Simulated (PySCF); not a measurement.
1-methoxycyclohexene, C7H12O.
Atom-mapped SMILES: `[CH3:1][O:2][C:3]1=[CH:4][CH2:5][CH2:6][CH2:7][CH2:8]1` (hydrogens: H9, H10, H11 on C1; H12 on C4; H13, H14 on C5; H15, H16 on C6; H17, H18 on C7; H19, H20 on C8)

Method: PBE0-D3(BJ)/def2-SVP geometry optimisation, gas phase in PySCF.

Question: List the bond lengths, angles and torsions at this level.

Answer: 
```json
{"bond": "C1–O2", "length (pm)": "139.7"}
{"bond": "O2–C3", "length (pm)": "135.3"}
{"bond": "C3=C4", "length (pm)": "134.5"}
{"bond": "C4–C5", "length (pm)": "150.3"}
{"bond": "C5–C6", "length (pm)": "152.4"}
{"bond": "C6–C7", "length (pm)": "152.3"}
{"bond": "C7–C8", "length (pm)": "152.3"}
{"bond": "C3–C8", "length (pm)": "149.9"}
{"bond": "C1–H9, C1–H10, C1–H11", "length (pm)": "110.3"}
{"bond": "C4–H12", "length (pm)": "109.2"}
{"bond": "C5–H13, C5–H14", "length (pm)": "110.5"}
{"bond": "C6–H15, C6–H16", "length (pm)": "110.3"}
{"bond": "C7–H17, C7–H18", "length (pm)": "110.3"}
{"bond": "C8–H19, C8–H20", "length (pm)": "110.4"}
```

Bonds in one row agree within 1 pm and their mean is given. A selection of angles:
```json
{"angle": "O2–C1–H9", "degrees": "107.0"}
{"angle": "O2–C1–H10", "degrees": "111.7"}
{"angle": "H9–C1–H10", "degrees": "109.1"}
{"angle": "H10–C1–H11", "degrees": "108.3"}
{"angle": "C1–O2–C3", "degrees": "118.3"}
{"angle": "O2–C3–C4", "degrees": "125.7"}
{"angle": "O2–C3–C8", "degrees": "110.8"}
{"angle": "C4–C3–C8", "degrees": "123.5"}
{"angle": "C3–C4–C5", "degrees": "122.5"}
{"angle": "C3–C4–H12", "degrees": "120.2"}
{"angle": "C5–C4–H12", "degrees": "117.3"}
{"angle": "C4–C5–C6", "degrees": "112.4"}
{"angle": "C4–C5–H13", "degrees": "109.7"}
{"angle": "C6–C5–H13", "degrees": "109.6"}
{"angle": "H13–C5–H14", "degrees": "105.2"}
{"angle": "C5–C6–C7", "degrees": "110.6"}
{"angle": "C5–C6–H15", "degrees": "110.3"}
{"angle": "C7–C6–H15", "degrees": "110.9"}
{"angle": "C7–C6–H16", "degrees": "109.0"}
{"angle": "H15–C6–H16", "degrees": "106.6"}
{"angle": "C6–C7–C8", "degrees": "110.7"}
{"angle": "C6–C7–H17", "degrees": "111.1"}
{"angle": "C6–C7–H18", "degrees": "109.1"}
{"angle": "C8–C7–H17", "degrees": "110.1"}
{"angle": "H17–C7–H18", "degrees": "106.6"}
{"angle": "C7–C8–H19", "degrees": "111.4"}
{"angle": "C3–C8–C7", "degrees": "112.2"}
{"angle": "C3–C8–H19", "degrees": "108.0"}
{"angle": "H19–C8–H20", "degrees": "105.7"}
```

Torsions: C1–O2–C3–C4 0° (synperiplanar); O2–C3–C4–C5 179° (antiperiplanar); C3–C4–C5–C6 -15° (synperiplanar); C4–C5–C6–C7 45° (synclinal); C5–C6–C7–C8 -62° (synclinal); C6–C7–C8–C3 45° (synclinal); O2–C3–C8–C7 166° (antiperiplanar). The mirror-image conformer, all signs reversed, is as good.

The C–C distances run from 1.345 Å (C3=C4, drawn double) to 1.524 Å (C5–C6, drawn single), a spread of 0.179 Å. Of the pairs four or more bonds apart, C1···H12 is among the closest relative to their van der Waals radii: 2.50 Å, 86 % of the sum of Bondi's values. The C–O distances run from 1.353 Å (O2–C3, drawn single) to 1.397 Å (C1–O2, drawn single), a spread of 0.044 Å. The 6-membered ring C3–C4–C5–C6–C7–C8 has internal angles of 110.6° to 123.5° (sum 692°, against 720° for a flat polygon); it is puckered, 0.20 Å rms from its mean plane, widest ring torsion 62°.

Point group: C1 (no symmetry element, even within 0.4 Å). No frequency check. The numbers are those of one conformer.

On an Arm Neoverse V1 with one thread, shared host, this took 81 s. These figures are those of the optimisation.
